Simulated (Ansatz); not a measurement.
One change: `C[SiH2][SiH2]O` becomes `C[SiH2][SiH2]Cl`.

Ansatz, PBE0-D4/def2-TZVP geometries, multiplicity 1. Each molecule was computed in one conformer, which needn't be the lowest.

| property | `C[SiH2][SiH2]O` |
| --- | --- |
| LUMO energy (PBE0/def2-TZVPP) / eV | -0.32 |
| HOMO–LUMO gap (B3LYP/def2-TZVPP) / eV | 6.83 |
| ideal-gas entropy at 298 K and 1 bar (rigid rotor, harmonic PBE0-D4/def2-TZVP) / J/(mol·K) | 360 |
| HOMO–LUMO gap (ωB97M-V/def2-TZVPP) / eV | 10.97 |
| HOMO energy (ωB97M-V/def2-TZVPP) / eV | -9.62 |
| LUMO energy (ωB97M-V/def2-TZVPP) / eV | 1.35 |

(1) What does the change do to each property? (Best estimate.)

Answers

(1) The calculation gave: 
```csv
property,`C[SiH2][SiH2]Cl`,shift
LUMO energy (PBE0/def2-TZVPP) / eV,-0.46,-0.14
HOMO–LUMO gap (B3LYP/def2-TZVPP) / eV,7.10,0.27
"ideal-gas entropy at 298 K and 1 bar (rigid rotor, harmonic PBE0-D4/def2-TZVP) / J/(mol·K)",362,2
HOMO–LUMO gap (ωB97M-V/def2-TZVPP) / eV,11.28,0.31
HOMO energy (ωB97M-V/def2-TZVPP) / eV,-9.98,-0.36
LUMO energy (ωB97M-V/def2-TZVPP) / eV,1.31,-0.04
```

With PBE0 the HOMO falls by 0.38 eV and the LUMO falls by 0.14 eV, so the gap widens by about 0.24 eV. PBE moves the HOMO by -0.42 eV and ωB97M-V by -0.36 eV. The zero-point energy changes by -32.2 kJ/mol with -3 modes. Modes under 60 cm⁻¹, often nearly free rotors, make the harmonic entropy too high.

B3LYP here is the variant with VWN-RPA as its local correlation; programs differ in this.
